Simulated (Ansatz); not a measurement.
Gas-phase electronic energies from Ansatz, PBE0-D4/def2-TZVP geometries. CBS: MP2 limit from def2 TZ/QZ plus the TZ coupled-cluster correction, frozen cores. Functionals use def2-TZVPP. For Zn outer-core shells are correlated without core-valence functions, which leaves a few kJ/mol of doubt a bond. Scalar relativity is left out up to krypton. Each species was taken in one conformer, which may not be the lowest.

Consider the redistribution: `[F][Zn][CH2]BCl` + `BCCl` → `[F][Zn][CH2]Cl` + `BCBCl`.

`[F][Zn][CH2]BCl`:

Cartesian coordinates in Å:
```
F 0.164 3.094 -1.048
Zn -0.032 1.556 -0.237
C -0.274 -0.113 0.721
B 0.067 -1.136 -0.348
Cl 1.724 -1.698 -0.573
H 0.410 -0.042 1.570
H -1.320 -0.095 1.034
H -0.738 -1.565 -1.121
```

`BCCl`:

Z-matrix (Å, degrees):
```
C
Cl 1 1.783
B 1 1.549 2 116.9
H 1 1.096 2 107.6 3 -123.7
H 1 1.096 2 107.6 3 123.6
H 3 1.192 1 122.9 2 0.1
H 3 1.198 1 116.7 2 -180.0
```

`[F][Zn][CH2]Cl`:

```xyz
6

F     1.603   -0.066    2.507
Zn    0.733   -0.016    0.992
C    -0.249    0.036   -0.664
Cl   -1.993   -0.175   -0.310
H     0.042   -0.765   -1.343
H    -0.137    0.986   -1.182
```

`BCBCl`:

Z-matrix (Å, degrees):
```
C
B 1 1.549
B 1 1.554 2 108.2
H 1 1.089 2 114.0 3 128.9
H 1 1.104 2 103.3 3 -109.9
Cl 2 1.749 1 121.1 3 -111.6
H 2 1.193 1 122.5 3 66.9
H 3 1.197 1 119.8 2 -60.2
H 3 1.196 1 121.2 2 118.9
```

```json
{"level": "ωB97X-V", "ΔE (kcal/mol)": "6.4"}
{"level": "CCSD/CBS(def2)", "ΔE (kcal/mol)": "6.6"}
```

Q: What does CCSD(T)/CBS give? (An estimate is asked.)

A: The calculation gave: +6.6 kcal/mol. The listed levels differ from it by -0.2, 0.0 kcal/mol.

Largest T1 diagnostic among the species: 0.015.

From PBE to PBE0 (25 % exact exchange), in def2-TZVPP and without D4, ΔE moves by +0.7 kcal/mol.
